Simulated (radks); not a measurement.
Values are calculated unless marked as measured or tabulated.
Valence configurations of neutral copper (all share [Ar]). Code: a radial shooting solver on a logarithmic mesh with Libxc functionals. Model: scalar-relativistic Kohn-Sham, SCAN, spin-unpolarised, spherical densities, finite nucleus; meta-GGA in the generalised Kohn-Sham scheme; Fermi nuclear charge, rms radius 3.8823 fm. Order these by energy: 3d10 4s0.5 4p0.5; 3d9.5 4s1.5; 3d10 4p1; 3d8.5 4s2 4p0.5; 3d9 4s1.5 4p0.5; 3d9.5 4s1 4p0.5; 3d10 4s1; 3d9 4s0.5 4p1.5; 3d9 4s1 4p1.

Answer. From the lowest, in eV above it: 3d10 4s1 0.000; 3d9.5 4s1.5 0.542; 3d10 4s0.5 4p0.5 2.056; 3d9.5 4s1 4p0.5 2.923; 3d10 4p1 4.161; 3d9 4s1.5 4p0.5 4.482; 3d8.5 4s2 4p0.5 7.044; 3d9 4s1 4p1 7.100; 3d9 4s0.5 4p1.5 9.710. NIST lists [Ar] 3d10 4s1 as the ground configuration; this level of theory agrees among the configurations tried. The energies are those of spherical spin-averaged densities, not of single terms. No valid solution was reached for [Ar] 3d9 4s2.
